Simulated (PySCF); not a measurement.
System: C$_{3}$H$_{5}$O$_{2}$ (charge -1, singlet). It need not be the lowest isomer of its formula. Whether it binds its extra electron was not tested at this geometry. 
Geometry from a B3LYP-D3(BJ)/def2-TZVP (Ansatz) optimisation:
```xyz
10

C     -1.8417     0.1913     0.2606
C     -0.5706    -0.0557    -0.2051
O     -0.1585    -0.5151    -1.2879
O      0.4405     0.2976     0.7745
C      1.7568     0.0594     0.3560
H     -2.6872    -0.0286    -0.3757
H     -2.0055     0.6000     1.2473
H      2.0188     0.6214    -0.5486
H      2.4070     0.3768     1.1785
H      1.9442    -0.9992     0.1374
```
Charge -1, spin multiplicity 1.

Dispersion corrections to the total energy (kcal/mol) from the dftd3 and dftd4 libraries through PySCF: D3(BJ) without and D4 with the three-body term, each with the damping fitted for the functional named.

```tsv
functional	D3(BJ)	D4
revPBE	-10.03	___
LC-wPBE	___	-4.83
B3LYP	-6.39	-7.00
TPSS	___	-5.97
HSE06	-2.29	-3.36
r2SCAN	-1.04	-1.12
PBE0	-3.19	-3.66
```

Problem. What belongs in the gaps?

Solution. 
- revPBE, D4: -16.02
- LC-wPBE, D3(BJ): -3.37
- TPSS, D3(BJ): -4.69
